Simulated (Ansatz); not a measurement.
This singlet lies 2.00 eV below the relaxed triplet at the level B3LYP/cc-pVTZ // PBE0-D3(BJ)/def2-TZVP (Ansatz, a program for electronic structure).

Species: CH2N2Si, SMILES `N#C[Si]N` (lower singlet) (charge 0, multiplicity 1).

### Question
Give a relaxed geometry from PBE0-D3(BJ)/def2-TZVP run with Ansatz.

### Answer
This is not unique; one that fits is the end point of this relaxation, one of several conformers (outside a Z-matrix the atoms follow the SMILES, hydrogens last).
Bonds (Å): N1–C2 1.155, C2–Si3 1.898, Si3–N4 1.699, N4–H5 1.009, N4–H6 1.009. Angles (°): N1–C2–Si3 173.2, C2–Si3–N4 94.7, Si3–N4–H5 126.7, Si3–N4–H6 120.8, H5–N4–H6 112.5.
